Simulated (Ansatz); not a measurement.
Geometry optimisation, UHF/def2-SVP in Ansatz.

input.yaml

```yaml
crystal:
  periodic: [false, false, false]
  atoms:
    - { symbol: Zn, position_ang: [-7.1e-05, 0.000112, -0.171819] }
    - { symbol: Cl, position_ang: [0.000884, -0.001398, 3.276643] }
    - { symbol: C, position_ang: [-3.5e-05, 5.6e-05, -2.24149] }
    - { symbol: H, position_ang: [0.274886, -0.990209, -2.61437] }
    - { symbol: H, position_ang: [-0.995073, 0.25709, -2.614423] }
    - { symbol: H, position_ang: [0.720101, 0.733255, -2.614408] }
    - { symbol: H, position_ang: [-0.000692, 0.001095, 4.598367] }
magnetization:
  spin_polarized: true
  initial_magnetization: 1
basis:
  gaussian: { orbitals: def2-SVP }
hamiltonian:
  xc: hf
relax:
  f_tol: 0.03
  max_steps: 50
```

Launched with:

```bash
$ ansatz run input.yaml --threads 2 --pin off --max-ram 3072MiB --backend cpu --events-out ev --progress --plain --runs-dir out
```

Task: Where does it end, and by what steps?

Result: The forces met the threshold. The force dipped under the threshold on the way, but the program's further checks kept it going. After 8 steps the energy has fallen by 0.138 eV; Cl2 moved furthest, 1.35 Å.

```json
{"step": "0", "energy less start (eV)": "0.0000", "largest force component (eV/Å)": "1.704", "accepted": "yes"}
{"step": "1", "energy less start (eV)": "-0.0846", "largest force component (eV/Å)": "0.642", "accepted": "yes"}
{"step": "2", "energy less start (eV)": "-0.1140", "largest force component (eV/Å)": "0.052", "accepted": "yes"}
{"step": "3", "energy less start (eV)": "-0.1273", "largest force component (eV/Å)": "0.065", "accepted": "yes"}
{"step": "4", "energy less start (eV)": "-0.1332", "largest force component (eV/Å)": "0.038", "accepted": "yes"}
{"step": "5", "energy less start (eV)": "-0.1361", "largest force component (eV/Å)": "0.026", "accepted": "yes"}
{"step": "6", "energy less start (eV)": "-0.1375", "largest force component (eV/Å)": "0.021", "accepted": "yes"}
{"step": "7", "energy less start (eV)": "-0.1380", "largest force component (eV/Å)": "0.012", "accepted": "yes"}
{"step": "8", "energy less start (eV)": "-0.1382", "largest force component (eV/Å)": "0.007", "accepted": "yes"}
```

```xyz
7
Properties=species:S:1:pos:R:3
Zn 0.000 0.000 -0.707
Cl -0.003 0.004 4.628
C 0.000 0.000 -2.772
H 0.275 -0.990 -3.144
H -0.995 0.257 -3.144
H 0.720 0.733 -3.144
H 0.002 -0.004 5.900
```

Whether the end is a true minimum wasn't checked by a vibrational analysis.

The run took 12 s on 2 threads of Arm Neoverse V1 (shared host), peak memory 0.22 GiB.
